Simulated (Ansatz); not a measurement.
**Relative stability**

Two relaxed structures of BHIOF, closed shell (PBE0-D4/def2-TZVP; forces vanish, vibrations not checked).

A:

O1  (-0.041, 0.572, 0.734)
B2  (0.029, -0.588, 0.067)
F3  (1.153, -1.266, 0.079)
I4  (-1.637, -1.388, -1.030)
H5  (-0.895, 1.006, 0.676)
(Å)

B:

```
atom    x (Å)    y (Å)    z (Å)
  O1   0.3143   0.2332  -0.3497
  B2   0.5304  -0.7129   0.3689
  F3   0.7594  -1.7174   1.1258
  I4  -0.3164   3.8701  -0.1627
  H5  -0.0510   2.2884  -0.3742
```

Program: Ansatz 0.2.0. Basis: def2-TZVPP. Cores are frozen in the correlated methods. Filled d shells of the heavier atoms are correlated. Core potentials replace the inner electrons of the atoms past krypton. The def2 sets are not built for correlating such inner shells, so the correlated values are less sure here. B3LYP uses VWN-RPA correlation.

(1) Which structure is lower at CCSD(T), and by how much? (Judge from chemistry; the value comes from the calculation.)

The T1 diagnostic stays at or below 0.013.

Results:

(1) The calculation gives: A, by 36.71 kcal/mol (electronic energy, against the other). By their contacts, A is BHIOF ([OH][B]([F])[I]) and B is a complex of BOF + HI.

All methods give the same order:

```
   method  E(B) − E(A) (kcal/mol)
   PBE-D4                   37.04
r2SCAN-D4                   39.49
  PBE0-D4                   40.45
 B3LYP-D4                   35.02
  wB97M-V                   37.91
       HF                   36.87
      MP2                   36.89
     CCSD                   36.90
  CCSD(T)                   36.71
```

Labels in which every atom is bracketed show which atoms are joined, not bond orders.

For scale, one of the runs: CCSD(T)/def2-TZVPP, 157 basis functions, launched by `ansatz run in.yaml --threads 2 --pin off --events-out ev --progress --plain --max-ram 4352MiB`. Time: 58 s of wall clock on 2 CPU threads of an Arm Neoverse V1; the host was shared. Peak host memory: 1.4 GiB.
